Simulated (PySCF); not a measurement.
CrO2Cl, SMILES [O]=[Cr+](=[O])[Cl], charge +1, multiplicity 1.

The structure is a stationary point at B3LYP-D3(BJ)/def2-SVP. The spin state was assumed, not searched. The isomer is the one that the SMILES or the coordinates give; other isomers of the formula were not compared.

Two levels are set side by side: PBE/def2-TZVPD (PySCF) and ωB97X/def2-TZVPD (PySCF). Same geometry, gas phase. Differences are taken from unrounded values.

| quantity | PBE |
|---|---|
| orbital gap (eV) | 1.58 |
| highest occupied level (eV) | -14.55 |
| lowest empty level (eV) | -12.97 |
| mean polarisability (bohr³) | 44.1 |

**Question.** These are the PBE values. What does ωB97X give? (The exact figures need the calculation; the answer reports its results.)

**Answer.** 
| quantity | ωB97X | PBE minus ωB97X |
|---|---|---|
| orbital gap (eV) | 8.40 | -6.81 |
| highest occupied level (eV) | -18.30 | 3.75 |
| lowest empty level (eV) | -9.90 | -3.07 |
| mean polarisability (bohr³) | 44.1 | -0.1 |

Without exact exchange PBE keeps part of each electron's self-repulsion, which lifts occupied levels and narrows the gap. Differences between two approximate levels are no errors against the true value.

Rough cost on one machine, each run with all the roots and properties that it gave: ωB97X against PBE within a factor of 2.
